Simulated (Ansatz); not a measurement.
A search over several starts for the lowest SCF solution of Sn2Au⁺ at the given spin, in a small basis.

```yaml
crystal:
  periodic: [false, false, false]
  atoms:
    - {symbol: Au, position_ang: [0.270127, 1.543361, 0.071956]}
    - {symbol: Sn, position_ang: [0.501420, -0.823944, -1.304551]}
    - {symbol: Sn, position_ang: [-0.771548, -0.719428, 1.232595]}
basis:
  gaussian: {orbitals: def2-SVP}
total_charge: 1
hamiltonian: {xc: pbe0, dispersion: d4}
output: {orbitals: {seedname: orbitals}}
```

```sh
$ ansatz run in.yaml --threads 4 --pin off --events-out ev --progress --plain --max-ram 3916MiB
```

Output, abridged:

```
Functional definition: PBE0
1010 factors; integrals over basis functions are off by at most 1.8e-4 eV
mean field evaluation 1: about -15341.9705 eV, gradient 5.5e1 eV
mean field evaluation 2: about -14897.3900 eV, gradient 3.3e2 eV
mean field evaluation 4: about -15350.2848 eV, gradient 1.5e1 eV
mean field evaluation 8: about -15350.8549 eV, gradient 5.4e-1 eV
mean field evaluation 16: about -15350.8557 eV, gradient 1.6e-4 eV
mean field -15350.85572099 eV, -564.1335425626 hartree, gradient 1.8e-5 eV, S^2 0.000000; 1 other end points of the search recorded, 0 dependent functions left out
reference -15350.85574751 eV, -564.1335435372 hartree; 31, 31 occupied and 53, 53 virtual orbitals, 1010 factors
Total energy: -15350.98159172 eV, -564.1381682268 hartree
```

It took 1.2 s on 4 threads of Arm Neoverse V2 on a shared host.

In the def2 sets Au, Sn take a core potential; there is no spin–orbit coupling. A triplet lies near this restricted singlet, and broken spin symmetry wasn't tried. At PBE0-D4/def2-TZVP a triplet of charge 1 lies 0.30 eV below the restricted singlet at the same geometry. The structure comes from a short search, and lower isomers may exist.
